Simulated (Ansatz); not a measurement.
Ansatz (a program for electronic structure) input:
A basis named .json is the Basis Set Exchange file of that set.

Ansatz 0.2 input:
```yaml
crystal:
  periodic: [false, false, false]
  atoms:
    - {symbol: F, position_ang: [1.50933977, -0.90170010, 0.55095530]}
    - {symbol: Si, position_ang: [0.86546899, 0.21909981, -0.55114093]}
    - {symbol: Si, position_ang: [-1.45964240, 0.20519327, 0.12768594]}
    - {symbol: H, position_ang: [1.08149107, 1.50557925, 0.28180014]}
    - {symbol: H, position_ang: [-1.90959587, 0.33292891, 1.56514520]}
    - {symbol: H, position_ang: [-2.19133673, 1.33594827, -0.55189618]}
    - {symbol: H, position_ang: [-2.24618855, -0.99925869, -0.32527706]}
basis:
  gaussian:
    orbitals: def2-QZVPP.json
hamiltonian:
  xc: {name: PBE0}
total_charge: -1
```

Question: What final total energy does it print?

Answer: -681.03973 Eh (PBE0/def2-QZVPP). The basis has 317 functions.

It need not be the lowest isomer of its formula. Whether it binds its extra electron was not tested at this geometry.
